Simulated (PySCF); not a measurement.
**Bond curve of CsLi⁺**

Set-up: PySCF, scalar-relativistic core potentials, basis sets Cs def2-TZVP with ECP46, Li def2-TZVP. Energies in eV from Cs⁺ + Li in their ground configurations at the same level. State: ²Σ⁺ (doublet), unpaired electrons σ ↑.

All columns are PBE. A positive dipole points towards Li; it is taken about the centre of mass and depends on that origin.

| R (Å) | E (eV) | μ (D) | Mulliken charge on Cs (basis-dependent) | HOMO (eV) | LUMO (eV) | Mayer bond order | ⟨S²⟩ |
| --- | --- | --- | --- | --- | --- | --- | --- |
| 3.718 | -0.293 | 4.16 | 0.87 | -7.20 | -5.79 | 0.24 | 0.75 |
| 3.891 | -0.336 | 4.33 | 0.85 | -7.10 | -5.67 | 0.26 | 0.75 |
| 4.064 | -0.361 | 4.46 | 0.84 | -7.01 | -5.55 | 0.27 | 0.75 |
| 4.193 | -0.370 | 4.54 | 0.83 | -6.93 | -5.46 | 0.28 | 0.75 |
| 4.323 | -0.372 | 4.59 | 0.82 | -6.86 | -5.38 | 0.29 | 0.75 |
| 4.453 | -0.370 | 4.64 | 0.82 | -6.79 | -5.31 | 0.30 | 0.75 |
| 4.626 | -0.360 | 4.67 | 0.81 | -6.69 | -5.23 | 0.31 | 0.75 |
| 4.842 | -0.342 | 4.67 | 0.80 | -6.58 | -5.16 | 0.32 | 0.75 |
| 5.101 | -0.314 | 4.64 | 0.80 | -6.44 | -5.19 | 0.32 | 0.75 |
| 5.447 | -0.274 | 4.55 | 0.80 | -6.28 | -5.24 | 0.32 | 0.75 |

A fit through these points gives, at Re = 4.316 Å, μ = 4.59 D and dμ/dR = 0.395 D/Å; the reduced mass is 6.664 u.

How strong is the fundamental in the double-harmonic approximation, I = 42.26·(dμ/dR)²/μred km/mol?

I = 42.26·(0.395)²/6.664 = 0.989 km/mol at PBE.

The bond is weak. Basis-set superposition, not corrected here, can be much of De in a small basis, most of all at correlated wavefunction levels. Spin–orbit coupling is left out. For an ion De counts to the pair picked by the measured ionisation energies or electron affinities, which need not be the lowest pair at this level. The state is the lowest determinant that a PBE0 search found; another state may lie lower at other levels.
